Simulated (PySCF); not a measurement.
## Exercise with solution: dipole moment from atomic charges

C4H2ClF, SMILES C(/C(F)=C\Cl)#C. Atoms are numbered in the order given.

```xyz
8

C     -1.8247     1.7716     0.0000
C     -0.7216     1.2381     0.0000
C      0.5638     0.6360     0.0000
F      1.6115     1.4912     0.0000
C      0.8327    -0.6953     0.0000
Cl    -0.3928    -1.9004     0.0000
H     -2.8005     2.2378     0.0000
H      1.8723    -1.0538     0.0000
```

Geometry optimised at PBE-D3(BJ)/def2-SVP. The structure was generated by enumeration; whether it is a known compound was not checked.

Charges (e) from PySCF with r2SCAN/def2-TZVP:

```
atom  ESP fit     IAO
----  -------  ------
C1     -0.365  -0.184
C2     -0.050  -0.050
C3      0.444   0.270
F4     -0.184  -0.256
C5     -0.448  -0.214
Cl6     0.024   0.029
H7      0.318   0.219
H8      0.261   0.186
```

The dipole moment of the full density is 0.65 D.

### Question
What dipole moment does each set of point charges give, and which comes closer to that of the density?

### Answer

μ = Σ q r, and 1 e Å = 4.8032 D.
ESP fit: Σ q r = (-0.128, 0.002, 0.000) e Å, |μ| = 0.62 D.
IAO: Σ q r = (-0.343, -0.210, 0.000) e Å, |μ| = 1.93 D.
ESP fit comes closer in size. Point charges leave out the atoms' own dipoles (lone pairs, polarised bonds); fits to the potential absorb them, partitions of the density don't.
